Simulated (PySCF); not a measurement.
# Correlation energy of Be+ (beryllium, charge +1)

[He] 2p1, 2P determinant (an excited configuration). All numbers are calculated (PySCF 2.14, the spin-free X2C one-electron Hamiltonian (Gaussian nucleus), in x2c-TZVPPall with one added diffuse shell of s type (6s3p1d, 20 functions)). Frozen: nothing; 3 electrons correlated.

```json
{"level": "CCSD", "correlation energy (mhartree)": "-31.44"}
{"level": "(T)", "correlation energy (mhartree)": "-0.01"}
{"level": "CCSD(T)", "correlation energy (mhartree)": "-31.45"}
{"level": "CCSDT", "correlation energy (mhartree)": "-31.44"}
{"level": "FCI", "correlation energy (mhartree)": "-31.44"}
```

Diagnostics: T1 = 0.0011, D1 = 0.0022, largest double amplitude 0.021, weight of the Hartree-Fock determinant in FCI 0.9982 (3800 determinants).

Q: Is a single reference adequate?

A: Yes: T1 lies below 0.03 and no double amplitude reaches 0.07.

The basis was made for the ground configuration and has no added diffuse functions, which can raise the energy of the promoted electron.

This basis was not built for core-valence correlation, so the inner-shell part is incomplete.
